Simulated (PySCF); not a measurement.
F2Sr, charge +1, doublet (typed; the unrestricted solution is spin-contaminated), at a GFN2-xTB geometry (such geometries of metal compounds can be far from the true shape) (a state made from the parent by changing its charge; the spin is typed, not shown lowest) (all electrons, no relativity); M062X/STO-3G in PySCF.

The PySCF input:
```python
from pyscf import gto, scf, dft

mol = gto.M(
    atom='''
Sr   -0.511119   -0.118058   -0.045484
F     0.910374    1.341797   -0.844596
F     1.247684   -0.843329    1.036641
''',
    basis='sto-3g',
    charge=1,
    spin=1,
    verbose=4,
)

mf = dft.UKS(mol)
mf.xc = 'm062x'
mf.grids.level = 4
mf.kernel()
```

Question: Predict the main parts of the log of this PySCF run.

Answer: 
```
PySCF version 2.14.0

[INPUT] verbose = 4
[INPUT] num. atoms = 3
[INPUT] num. electrons = 55
[INPUT] charge = 1
[INPUT] spin (= nelec alpha-beta = 2S) = 1
[INPUT] symmetry False subgroup None
[INPUT] Mole.unit = angstrom
[INPUT] Symbol           X                Y                Z      unit          X                Y                Z       unit  Magmom
[INPUT]  1 Sr    -0.511119000000  -0.118058000000  -0.045484000000 AA   -0.965874927062  -0.223097286814  -0.085952303050 Bohr   0.0
[INPUT]  2 F      0.910374000000   1.341797000000  -0.844596000000 AA    1.720357530925   2.535628844763  -1.596055125903 Bohr   0.0
[INPUT]  3 F      1.247684000000  -0.843329000000   1.036641000000 AA    2.357781050002  -1.593660842903   1.958967579495 Bohr   0.0

nuclear repulsion = 180.140590810586
number of shells = 16
number of NR pGTOs = 96
number of NR cGTOs = 32
basis = sto-3g
ecp = {}

******** <class 'pyscf.dft.uks.UKS'> ********
method = UKS
initial guess = minao
damping factor = 0
level_shift factor = 0
DIIS = <class 'pyscf.scf.diis.CDIIS'>
diis_start_cycle = 1
diis_space = 8
diis_damp = 0
SCF conv_tol = 1e-09
SCF conv_tol_grad = None
SCF max_cycles = 50
direct_scf = True
direct_scf_tol = 1e-13
number electrons alpha = 28  beta = 27
XC library pyscf.dft.libxc version 7.1.2
    S. Lehtola, C. Steigemann, M. J. T. Oliveira, and M. A. L. Marques,  SoftwareX 7, 1–5 (2018)
XC functionals = m062x
    Y. Zhao and D. G. Truhlar,  Theor. Chem. Acc. 120, 215 (2008)
    Y. Zhao and D. G. Truhlar,  Theor. Chem. Acc. 120, 215 (2008)
radial grids:
    Treutler-Ahlrichs [JCP 102, 346 (1995); DOI:10.1063/1.469408] (M4) radial grids

becke partition: Becke, JCP 88, 2547 (1988); DOI:10.1063/1.454033
pruning grids: <function nwchem_prune>
grids dens level: 4
symmetrized grids: False
atomic radii adjust function: <function treutler_atomic_radii_adjust>
small_rho_cutoff = 0
Set gradient conv threshold to 3.16228e-05
tot grids = 89800
init E= -3292.05955628958

cycle= 1 E= -3297.11602631143  delta_E= -5.06  |g|= 0.194  |ddm|= 2.16
cycle= 2 E= -3297.16874136709  delta_E= -0.0527  |g|= 0.0598  |ddm|= 0.774
cycle= 3 E= -3297.17175484897  delta_E= -0.00301  |g|= 0.039  |ddm|= 0.208
cycle= 4 E= -3297.17183656103  delta_E= -8.17e-05  |g|= 0.0444  |ddm|= 0.162
cycle= 5 E= -3297.17430266086  delta_E= -0.00247  |g|= 0.0104  |ddm|= 0.0974
cycle= 6 E= -3297.17557669659  delta_E= -0.00127  |g|= 0.00911  |ddm|= 0.118
cycle= 7 E= -3297.17794751969  delta_E= -0.00237  |g|= 0.00683  |ddm|= 0.281
cycle= 8 E= -3297.17790299396  delta_E= 4.45e-05  |g|= 0.00773  |ddm|=  0.1
cycle= 9 E= -3297.17924477685  delta_E= -0.00134  |g|= 0.0099  |ddm|= 0.452
cycle= 10 E= -3297.17952683486  delta_E= -0.000282  |g|= 0.00576  |ddm|= 0.0495
cycle= 11 E= -3297.17970866689  delta_E= -0.000182  |g|= 0.00216  |ddm|= 0.0993
cycle= 12 E= -3297.17975279326  delta_E= -4.41e-05  |g|= 0.00116  |ddm|= 0.0741
cycle= 13 E= -3297.17975756641  delta_E= -4.77e-06  |g|= 0.000837  |ddm|= 0.0281
cycle= 14 E= -3297.17976119498  delta_E= -3.63e-06  |g|= 0.000135  |ddm|= 0.00957
cycle= 15 E= -3297.17976126653  delta_E= -7.16e-08  |g|= 3.9e-05  |ddm|= 0.00151
cycle= 16 E= -3297.17976127707  delta_E= -1.05e-08  |g|= 3.64e-05  |ddm|= 0.000372
cycle= 17 E= -3297.17976128966  delta_E= -1.26e-08  |g|= 3.13e-05  |ddm|= 0.000363
cycle= 18 E= -3297.17976133569  delta_E= -4.6e-08  |g|= 2.72e-05  |ddm|= 0.00124
cycle= 19 E= -3297.17976139327  delta_E= -5.76e-08  |g|= 2.38e-05  |ddm|= 0.00199
cycle= 20 E= -3297.17976143101  delta_E= -3.77e-08  |g|= 1.82e-05  |ddm|= 0.00185
cycle= 21 E= -3297.17976144616  delta_E= -1.51e-08  |g|= 1.52e-05  |ddm|= 0.000927
cycle= 22 E= -3297.17976145463  delta_E= -8.47e-09  |g|= 1.39e-05  |ddm|= 0.000584
cycle= 23 E= -3297.17976147219  delta_E= -1.76e-08  |g|= 9.94e-06  |ddm|= 0.00149
cycle= 24 E= -3297.17976148186  delta_E= -9.67e-09  |g|= 5.74e-06  |ddm|= 0.00124
cycle= 25 E= -3297.17976148479  delta_E= -2.93e-09  |g|= 2.95e-06  |ddm|= 0.00087
cycle= 26 E= -3297.17976148492  delta_E= -1.35e-10  |g|= 2.61e-06  |ddm|= 0.000101
Extra cycle  E= -3297.17976148496  delta_E= -4.05e-11  |g|= 2.45e-06  |ddm|= 1.38e-05
converged SCF energy = -3297.17976148496  <S^2> = 0.8793987  2S+1 = 2.1254634
```
